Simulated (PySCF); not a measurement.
Computed shifts of a molecule C₄H₈BN, PBE0/pcSseg-1 (PySCF), GIAO, gas phase, equivalent atoms averaged, in ppm (number of nuclei): ¹⁵N: 100.8 (1). ¹³C: 144.6 (2), 26.7 (2). ¹H: 6.33 (2), 4.13 (2), 1.89 (4). References: ¹⁵N against NH3 (σ = 267.4 ppm); ¹¹B against BF3 (σ = 88.8 ppm); ¹³C against TMS (σ = 186.3 ppm); ¹H against TMS (σ = 31.56 ppm), references at their B3LYP-D3(BJ)/def2-TZVP geometries, non-relativistic. Coordinates come from a PBE0-D3(BJ)/def2-SVP optimisation. One conformer was computed; it need not be the lowest.

Question: Identify the compound among the candidates.
A. CB1C=NCC1
B. CC#CB(C)N
C. NB1CC=CC1
D. CCB1C=NC1

Answer: C, NB1CC=CC1
